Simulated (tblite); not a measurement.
C₈H₁₀N₂S.
SMILES with atom numbers: `[CH3:1][N:2]([CH3:3])[C:4](=[S:5])[c:6]1[cH:7][cH:8][cH:9][cH:10][n:11]1` (hydrogens: H12, H13, H14 on C1; H15, H16, H17 on C3; H18 on C7; H19 on C8; H20 on C9; H21 on C10)

The geometry is computed with GFN2-xTB (gas phase).

Entries marked ? are missing. Bonds in one row agree within 0.01 Å.

```json
{"coordinate": "C1–N2", "value": "?"}
{"coordinate": "N2–C3", "value": "1.442 Å"}
{"coordinate": "N2–C4", "value": "?"}
{"coordinate": "C4=S5", "value": "1.659 Å"}
{"coordinate": "C4–C6", "value": "1.474 Å"}
{"coordinate": "C6–C7", "value": "1.396 Å"}
{"coordinate": "C7–C8", "value": "1.382 Å"}
{"coordinate": "C8–C9", "value": "1.387 Å"}
{"coordinate": "C9–C10", "value": "?"}
{"coordinate": "C10–N11", "value": "?"}
{"coordinate": "C6–N11", "value": "1.332 Å"}
{"coordinate": "C1–H12, C1–H13, C1–H14", "value": "1.091 Å"}
{"coordinate": "C3–H15, C3–H16, C3–H17", "value": "1.090 Å"}
{"coordinate": "C7–H18", "value": "1.078 Å"}
{"coordinate": "C8–H19", "value": "1.080 Å"}
{"coordinate": "C9–H20", "value": "1.079 Å"}
{"coordinate": "C10–H21", "value": "1.083 Å"}
{"coordinate": "C1–N2–C3", "value": "114.3°"}
{"coordinate": "C1–N2–C4", "value": "121.3°"}
{"coordinate": "C3–N2–C4", "value": "124.4°"}
{"coordinate": "N2–C4–S5", "value": "122.7°"}
{"coordinate": "N2–C4–C6", "value": "?"}
{"coordinate": "S5–C4–C6", "value": "116.5°"}
{"coordinate": "C4–C6–C7", "value": "120.0°"}
{"coordinate": "C4–C6–N11", "value": "117.7°"}
{"coordinate": "C7–C6–N11", "value": "122.2°"}
{"coordinate": "C6–C7–C8", "value": "118.7°"}
{"coordinate": "C7–C8–C9", "value": "118.9°"}
{"coordinate": "C8–C9–C10", "value": "?"}
{"coordinate": "C9–C10–N11", "value": "?"}
{"coordinate": "C6–N11–C10", "value": "118.6°"}
```

Problem. Estimate the withheld lengths and angles.

Solution. 
- C1–N2 = 1.442 Å, drawn single (N-methyl carbon to nitrogen bound to a thiocarbonyl carbon); 0.03 Å below the sum of covalent radii, 1.47 Å.
- N2–C4 = 1.335 Å, drawn single (nitrogen bound to a thiocarbonyl carbon to thiocarbonyl carbon); 0.10 Å below the sum of covalent radii, 1.44 Å.
- C9–C10 = 1.386 Å, aromatic (aromatic CH carbon to aromatic CH next to a ring nitrogen); 0.07 Å below the sum of covalent radii, 1.46 Å.
- C10–N11 = 1.319 Å, aromatic (aromatic CH next to a ring nitrogen to pyridine-type nitrogen); 0.12 Å below the sum of covalent radii, 1.44 Å.
- N2–C4–C6 = 120.7°, at the thiocarbonyl carbon; the outer atoms are 2.443 Å apart.
- C8–C9–C10 = 118.0°, at the aromatic CH carbon, inside a 6-membered ring; the outer atoms are 2.378 Å apart.
- C9–C10–N11 = 123.6°, at the aromatic CH next to a ring nitrogen, inside a 6-membered ring; the outer atoms are 2.385 Å apart.

Radii are Cordero's, carbon taken as 0.76, 0.73 or 0.69 Å for four, three, and two or fewer neighbours.

Its GFN2-xTB frequencies are all real (lowest 46 cm⁻¹). The numbers are those of one conformer (C1–N2–C4–S5 5°, N2–C4–C6–C7 -146°). 3 starts were optimised and ended at 0.00, 0.08 and 1.47 kcal/mol (GFN2-xTB); the lowest of these is shown.
